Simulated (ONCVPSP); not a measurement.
## Hg: one change to an ONCV potential, before and after

```
Element                 : Hg (Z = 80)
Generator               : ONCVPSP 4.0.1
Type                    : optimised norm-conserving Vanderbilt (ONCV)
Functional              : PW91
Relativity              : scalar-relativistic
Frozen core             : [Kr] 4d10 4f14
Valence charge          : 20
Reference configuration : 5s2 5p6 5d10 6s1 6p1
Partial waves           : 5s+6s: rc 1.70 bohr, ncon 3, nbas 6, qcut 7.5 1/bohr, 2 projectors; 5p+6p: rc 2.00 bohr, ncon 5, nbas 8, qcut 6.8 1/bohr, 2 projectors; 5d: rc 1.70 bohr, ncon 4, nbas 8, qcut 8.2 1/bohr, local
Local potential         : the d channel
Core correction         : Teter function fitted to the true core (icmod 2), fcfact 0.7
```

All-electron outer shells of the reference configuration (PW91, scalar-relativistic, ld1.x):

```json
{"shell": "4d", "level (eV)": "-351.06", "outermost node (bohr)": "0.20", "outermost maximum (bohr)": "0.40"}
{"shell": "5s", "level (eV)": "-120.54", "outermost node (bohr)": "0.47", "outermost maximum (bohr)": "0.82"}
{"shell": "4f", "level (eV)": "-98.23", "outermost node (bohr)": "–", "outermost maximum (bohr)": "0.37"}
{"shell": "5p", "level (eV)": "-68.85", "outermost node (bohr)": "0.50", "outermost maximum (bohr)": "0.93"}
{"shell": "5d", "level (eV)": "-12.08", "outermost node (bohr)": "0.55", "outermost maximum (bohr)": "1.17"}
{"shell": "6s", "level (eV)": "-8.46", "outermost node (bohr)": "1.08", "outermost maximum (bohr)": "2.18"}
{"shell": "6p", "level (eV)": "-2.10", "outermost node (bohr)": "1.27", "outermost maximum (bohr)": "3.10"}
```

Change: p: rc 2.96.

Cutoffs: the cutoffs (Ha) at which the residual kinetic energy of the hardest occupied pseudo-wave falls to 1 and 0.1 mHa per electron; they do not see the model core or the augmentation charge, which bear on the density cutoff. Errors are all-electron minus pseudo energies relative to the spin-unpolarised reference configuration.

Task: What does the change do?

Result: The potential gets neither clearly harder nor softer (23 Ha and 27 Ha → 23 Ha and 27 Ha); the d channel sets the loose cutoff, while the largest relative change is in p, which becomes softer; of the 4 tests that both files solve, the error grows in 1 and shrinks in 0 by more than 15 % and 0.3 meV (median size 1.2 → 1.4 meV); neither file shows a bound ghost.

| quantity | base | changed |
| --- | --- | --- |
| cutoff, loose | 23 Ha | 23 Ha |
| cutoff, tight | 27 Ha | 27 Ha |
| loose cutoff by channel | s 18 Ha, p 17 Ha, d 23 Ha | s 18 Ha, p 13 Ha, d 23 Ha |
| bound ghosts | none | none |
| GHOST(+) flags under 300 eV | none | none |
| error for 5s2 5p6 5d10 6s2 6p0, meV [ΔE -6.07 eV] | -0.2 | -0.8 |
| error for 5s2 5p6 5d10 6s1 6p0, meV [ΔE 4.70 eV] | -2.1 | -2.0 |
| error for 5s2 5p6 5d10 6s0 6p0, meV [ΔE 23.77 eV] | -14 | -16 |
| error for 5s2 5p6 5d10 6s1.5 6p0, meV [ΔE -1.68 eV] | -0.3 | -0.4 |
| s: phases at 1.72 bohr within 0.05 rad from the reference energy up to (Ha; the scan ends near 5) | to the end of the scan | to the end of the scan |
| d: phases at 1.72 bohr within 0.05 rad from the reference energy up to (Ha; the scan ends near 5) | 2.6 | 2.6 |
| rms error of d²Exc/dni dnj with the model core, mHa | 1.43 | 1.67 |
